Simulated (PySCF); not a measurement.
PySCF input file for ZnH₂, SMILES [ZnH2], TDDFT-PBE0/def2-TZVPD. Geometry optimised at r2SCAN-D4/def2-TZVPD. The isomer is the one that the SMILES or the coordinates give; other isomers of the formula were not compared.

```python
import numpy as np
from pyscf import gto, scf, dft, tdscf

mol = gto.M(
    atom='''
    Zn    0.00000000    0.00000000    0.00000000
    H     0.00000000    0.00000000   -1.53172155
    H     0.00000000    0.00000000    1.53172155
    ''',
    basis='def2-TZVPD',
    charge=0,
    spin=0,
    symmetry=True,
    symmetry_subgroup='D2h',
    max_memory=1600,
    verbose=4,
)
mf = dft.RKS(mol, xc='pbe0').density_fit(auxbasis='def2-universal-jkfit')
mf.grids.level = 3
mf.conv_tol = 1e-9
mf.max_cycle = 100
mf.kernel()
mf.grids = dft.Grids(mol).set(level=1).build(with_non0tab=True)  # coarser grid for the response kernel
td = tdscf.TDDFT(mf)
td.singlet = True
td.nstates = 10
td.conv_tol = 1e-4
td.kernel(x0=td.get_init_guess(mf, 15))
td.analyze()
tt = tdscf.TDA(mf)
tt.singlet = False
tt.nstates = 4
tt.conv_tol = 1e-4
tt.kernel(x0=tt.get_init_guess(mf, 9))
tt.analyze(verbose=3)
```

Output:

```
PySCF version 2.14.0

[INPUT] verbose = 4
[INPUT] num. atoms = 3
[INPUT] num. electrons = 32
[INPUT] charge = 0
[INPUT] spin (= nelec alpha-beta = 2S) = 0
[INPUT] symmetry True subgroup D2h
[INPUT] Mole.unit = angstrom
[INPUT] Symbol           X                Y                Z      unit          X                Y                Z       unit  Magmom
[INPUT]  1 Zn     0.000000000000   0.000000000000   0.000000000000 AA    0.000000000000   0.000000000000   0.000000000000 Bohr   0.0
[INPUT]  2 H      0.000000000000   0.000000000000  -1.531721550000 AA    0.000000000000   0.000000000000  -2.894534228594 Bohr   0.0
[INPUT]  3 H      0.000000000000   0.000000000000   1.531721550000 AA    0.000000000000   0.000000000000   2.894534228594 Bohr   0.0

nuclear repulsion = 20.9014629719481
point group symmetry = Dooh, use subgroup D2h
symmetry origin: [0. 0. 0.]
symmetry axis x: [1. 0. 0.]
symmetry axis y: [0. 1. 0.]
symmetry axis z: [0. 0. 1.]
num. orbitals of irrep Ag = 19
num. orbitals of irrep B1g = 4
num. orbitals of irrep B2g = 6
num. orbitals of irrep B3g = 6
num. orbitals of irrep Au = 1
num. orbitals of irrep B1u = 13
num. orbitals of irrep B2u = 10
num. orbitals of irrep B3u = 10
number of shells = 27
number of NR pGTOs = 120
number of NR cGTOs = 69
basis = def2-TZVPD
ecp = {}


******** <class 'pyscf.df.df_jk.DFSymAdaptedRKS'> ********
method = DFSymAdaptedRKS
initial guess = minao
damping factor = 0
level_shift factor = 0
DIIS = <class 'pyscf.scf.diis.CDIIS'>
diis_start_cycle = 1
diis_space = 8
diis_damp = 0
SCF conv_tol = 1e-09
SCF conv_tol_grad = None
SCF max_cycles = 100
direct_scf = False
XC library pyscf.dft.libxc version 7.1.2
    S. Lehtola, C. Steigemann, M. J. T. Oliveira, and M. A. L. Marques,  SoftwareX 7, 1–5 (2018)
XC functionals = pbe0
    C. Adamo and V. Barone,  J. Chem. Phys. 110, 6158 (1999)
    M. Ernzerhof and G. E. Scuseria,  J. Chem. Phys. 110, 5029 (1999)
radial grids:
    Treutler-Ahlrichs [JCP 102, 346 (1995); DOI:10.1063/1.469408] (M4) radial grids

becke partition: Becke, JCP 88, 2547 (1988); DOI:10.1063/1.454033
pruning grids: <function nwchem_prune>
grids dens level: 3
symmetrized grids: True
atomic radii adjust function: <function treutler_atomic_radii_adjust>
small_rho_cutoff = 0
Freeze 0 electrons in irreps []
    32 free electrons in irreps Ag B1g B2g B3g Au B1u B2u B3u
Set gradient conv threshold to 3.16228e-05
Initial guess from minao.
tot grids = 40256
******** <class 'pyscf.df.df.DF'> ********
auxbasis = def2-universal-jkfit
init E= -1779.82765562251
HOMO (B1u) = -0.294089526266197  LUMO (B3u) = -0.0298967252965721  gap/eV = 7.18905
cycle= 1 E= -1780.24901328482  delta_E= -0.421  |g|= 0.868  |ddm|= 1.13
HOMO (B1u) = -0.301042025551683  LUMO (B3u) = -0.0441865999316224  gap/eV = 6.98939
cycle= 2 E= -1780.12022573954  delta_E= 0.129  |g|= 1.68  |ddm|= 0.846
HOMO (B1u) = -0.291956511442343  LUMO (B3u) = -0.0302526819292055  gap/eV = 7.12132
cycle= 3 E= -1780.30792254844  delta_E= -0.188  |g|= 0.0648  |ddm|= 0.458
HOMO (B1u) = -0.295320784709459  LUMO (B3u) = -0.0272534397542907  gap/eV = 7.29448
cycle= 4 E= -1780.30849483728  delta_E= -0.000572  |g|= 0.0108  |ddm|= 0.0685
HOMO (B1u) = -0.295376564818178  LUMO (B2u) = -0.0277300813193886  gap/eV = 7.28303
cycle= 5 E= -1780.30850909741  delta_E= -1.43e-05  |g|= 0.000686  |ddm|= 0.00883
HOMO (B1u) = -0.295294021747129  LUMO (B3u) = -0.0276823658060543  gap/eV = 7.28208
cycle= 6 E= -1780.30850914373  delta_E= -4.63e-08  |g|= 4.66e-05  |ddm|= 0.00057
HOMO (B1u) = -0.295313963387632  LUMO (B3u) = -0.027686948562498  gap/eV = 7.28250
cycle= 7 E= -1780.3085091442  delta_E= -4.72e-10  |g|= 2.44e-06  |ddm|= 3.57e-05
HOMO (B1u) = -0.295313622482761  LUMO (B3u) = -0.0276870341673083  gap/eV = 7.28249
Extra cycle  E= -1780.3085091442  delta_E= -3.18e-12  |g|= 3.24e-06  |ddm|= 4.05e-06
converged SCF energy = -1780.3085091442
tot grids = 12384


******** <class 'pyscf.tdscf.rks.TDDFT'> for <class 'pyscf.df.df_jk.DFSymAdaptedRKS'> ********
nstates = 10 singlet
deg_eia_thresh = 1.000e-03
wfnsym = None
conv_tol = 0.0001
eigh lindep = 1e-12
eigh level_shift = 0
eigh max_cycle = 100


Excitation energies (eV)
[5.90140729 5.90140729 8.0808886  8.0808886  8.13218268 8.6217585
 8.6217585  8.66822024 8.84141868 9.66673743]

** Singlet excitation energies and oscillator strengths **
Excited State   1:  B2g      5.90141 eV    210.09 nm  f=0.0000
      16 -> 18        0.70362
Excited State   2:  B3g      5.90141 eV    210.09 nm  f=0.0000
      16 -> 17        0.70362
Excited State   3:  B3u      8.08089 eV    153.43 nm  f=0.3374
      15 -> 18        0.70057
Excited State   4:  B2u      8.08089 eV    153.43 nm  f=0.3374
      15 -> 17        0.70057
Excited State   5:   Ag      8.13218 eV    152.46 nm  f=0.0000
      16 -> 19        0.70370
Excited State   6:  B2g      8.62176 eV    143.80 nm  f=0.0000
      16 -> 22       -0.70272
Excited State   7:  B3g      8.62176 eV    143.80 nm  f=0.0000
      16 -> 21       -0.70272
Excited State   8:  B1u      8.66822 eV    143.03 nm  f=0.4268
      16 -> 23       -0.69683
Excited State   9:  B1u      8.84142 eV    140.23 nm  f=0.5935
      15 -> 19       -0.13580
      16 -> 20        0.67923
Excited State  10:   Ag      9.66674 eV    128.26 nm  f=0.0000
      15 -> 20       -0.69584

** Transition electric dipole moments (AU) **
state          X           Y           Z        Dip. S.      Osc.
  1         0.0000     -0.0000      0.0000      0.0000      0.0000
  2        -0.0000      0.0000      0.0000      0.0000      0.0000
  3         1.3054     -0.0000     -0.0000      1.7042      0.3374
  4         0.0000      1.3054      0.0000      1.7042      0.3374
  5        -0.0000      0.0000      0.0000      0.0000      0.0000
  6         0.0000     -0.0000      0.0000      0.0000      0.0000
  7        -0.0000      0.0000      0.0000      0.0000      0.0000
  8         0.0000      0.0000     -1.4177      2.0097      0.4268
  9        -0.0000      0.0000     -1.6553      2.7400      0.5935
 10         0.0000     -0.0000     -0.0000      0.0000      0.0000

** Transition velocity dipole moments (imaginary part, AU) **
state          X           Y           Z        Dip. S.      Osc.
  1         0.0000     -0.0000      0.0000      0.0000      0.0000
  2        -0.0000      0.0000     -0.0000      0.0000      0.0000
  3         0.3813      0.0000     -0.0000      0.1454      0.3263
  4         0.0000      0.3813     -0.0000      0.1454      0.3263
  5        -0.0000     -0.0000     -0.0000      0.0000      0.0000
  6         0.0000      0.0000      0.0000      0.0000      0.0000
  7        -0.0000     -0.0000     -0.0000      0.0000      0.0000
  8        -0.0000      0.0000     -0.4363      0.1903      0.3983
  9        -0.0000      0.0000     -0.5332      0.2843      0.5834
 10         0.0000      0.0000     -0.0000      0.0000      0.0000

** Transition magnetic dipole moments (imaginary part, AU) **
state          X           Y           Z
  1        -0.0000     -1.3042     -0.0000
  2         1.3042      0.0000      0.0000
  3        -0.0000     -0.0000     -0.0000
  4        -0.0000      0.0000      0.0000
  5        -0.0000      0.0000     -0.0000
  6        -0.0000     -0.3869     -0.0000
  7         0.3869      0.0000      0.0000
  8        -0.0000      0.0000     -0.0000
  9         0.0000      0.0000     -0.0000
 10         0.0000     -0.0000      0.0000


******** <class 'pyscf.tdscf.rks.TDA'> for <class 'pyscf.df.df_jk.DFSymAdaptedRKS'> ********
nstates = 4 triplet
deg_eia_thresh = 1.000e-03
wfnsym = None
conv_tol = 0.0001
eigh lindep = 1e-12
eigh level_shift = 0
eigh max_cycle = 100


Excitation energies (eV)
[5.44782669 5.44782669 6.41962908 6.73668329]

** Triplet excitation energies and oscillator strengths **
Excited State   1:  B2g      5.44783 eV    227.58 nm  f=0.0000
Excited State   2:  B3g      5.44783 eV    227.58 nm  f=0.0000
Excited State   3:  B1u      6.41963 eV    193.13 nm  f=0.0000
Excited State   4:  B3u      6.73668 eV    184.04 nm  f=0.0000
```

The run converged.
